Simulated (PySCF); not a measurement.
## Orbital picture of AsH⁺

PBE0 at R = 1.536 Å; PySCF, scalar-relativistic core potentials, basis sets As cc-pVTZ-PP with ECP10, H cc-pVTZ. State: ²Π (doublet), unpaired electrons π ↑. Only the outer orbitals are listed, counted within each symmetry, core potentials removing the inner ones.

```json
{"spin": "α", "orbital": "1δ", "occ.": "1", "ε (eV)": "-55.20", "on As (%)": "100", "main shells (%)": "100 As d"}
{"spin": "α", "orbital": "1δ", "occ.": "1", "ε (eV)": "-55.14", "on As (%)": "100", "main shells (%)": "100 As d"}
{"spin": "α", "orbital": "2π", "occ.": "1", "ε (eV)": "-54.99", "on As (%)": "100", "main shells (%)": "100 As d"}
{"spin": "α", "orbital": "3σ", "occ.": "1", "ε (eV)": "-54.72", "on As (%)": "100", "main shells (%)": "100 As d"}
{"spin": "α", "orbital": "2π", "occ.": "1", "ε (eV)": "-54.71", "on As (%)": "100", "main shells (%)": "100 As d"}
{"spin": "α", "orbital": "4σ", "occ.": "1", "ε (eV)": "-25.85", "on As (%)": "90", "main shells (%)": "89 As s, 9 H s"}
{"spin": "α", "orbital": "5σ", "occ.": "1", "ε (eV)": "-17.33", "on As (%)": "68", "main shells (%)": "57 As p, 32 H s, 8 As s"}
{"spin": "α", "orbital": "3π", "occ.": "1", "ε (eV)": "-14.94", "on As (%)": "99", "main shells (%)": "99 As p"}
{"spin": "α", "orbital": "3π", "occ.": "0", "ε (eV)": "-12.40", "on As (%)": "99", "main shells (%)": "99 As p"}
{"spin": "α", "orbital": "6σ", "occ.": "0", "ε (eV)": "-6.14", "on As (%)": "45", "main shells (%)": "54 H s, 37 As p, 12 As d"}
{"spin": "α", "orbital": "7σ", "occ.": "0", "ε (eV)": "-2.77", "on As (%)": "101", "main shells (%)": "83 As s, 14 As d"}
{"spin": "β", "orbital": "1δ", "occ.": "1", "ε (eV)": "-55.13", "on As (%)": "100", "main shells (%)": "100 As d"}
{"spin": "β", "orbital": "2π", "occ.": "1", "ε (eV)": "-54.98", "on As (%)": "100", "main shells (%)": "100 As d"}
{"spin": "β", "orbital": "1δ", "occ.": "1", "ε (eV)": "-54.98", "on As (%)": "100", "main shells (%)": "100 As d"}
{"spin": "β", "orbital": "3σ", "occ.": "1", "ε (eV)": "-54.57", "on As (%)": "100", "main shells (%)": "100 As d"}
{"spin": "β", "orbital": "2π", "occ.": "1", "ε (eV)": "-54.55", "on As (%)": "100", "main shells (%)": "100 As d"}
{"spin": "β", "orbital": "4σ", "occ.": "1", "ε (eV)": "-24.75", "on As (%)": "87", "main shells (%)": "85 As s, 12 H s"}
{"spin": "β", "orbital": "5σ", "occ.": "1", "ε (eV)": "-17.02", "on As (%)": "67", "main shells (%)": "54 As p, 33 H s, 11 As s"}
{"spin": "β", "orbital": "3π", "occ.": "0", "ε (eV)": "-11.94", "on As (%)": "99", "main shells (%)": "99 As p"}
{"spin": "β", "orbital": "3π", "occ.": "0", "ε (eV)": "-10.75", "on As (%)": "99", "main shells (%)": "99 As p"}
{"spin": "β", "orbital": "6σ", "occ.": "0", "ε (eV)": "-5.86", "on As (%)": "47", "main shells (%)": "53 H s, 38 As p, 10 As d"}
```

**Question.** Which are the highest filled and the lowest empty level, where do they sit, and how wide is the gap?

**Answer.** Highest filled α 3π at -14.94 eV (in %: 99 As p); lowest empty α 3π at -12.40 eV (in %: 99 As p); the gap at PBE0 is 2.54 eV. Both belong to one degenerate shell, split only by its one-sided filling, so this is no excitation gap.

The bond order (Mayer) is 0.98 and the ⟨S²⟩ is 0.754. The charge on As (Mulliken, basis-dependent) is 0.88 and the charge on As (Löwdin, basis-dependent) is 1.11. The dipole moment (positive dipole points towards H; it is taken about the centre of mass and depends on that origin) is 0.75 D and the polarisability along the bond is 23.7 bohr³. The polarisability across the bond is 16.2 bohr³.

Shares are Mulliken populations and can fall outside 0 to 100 %.

Spin–orbit coupling is left out. The state is the lowest determinant that a PBE0 search found; another state may lie lower at other levels.
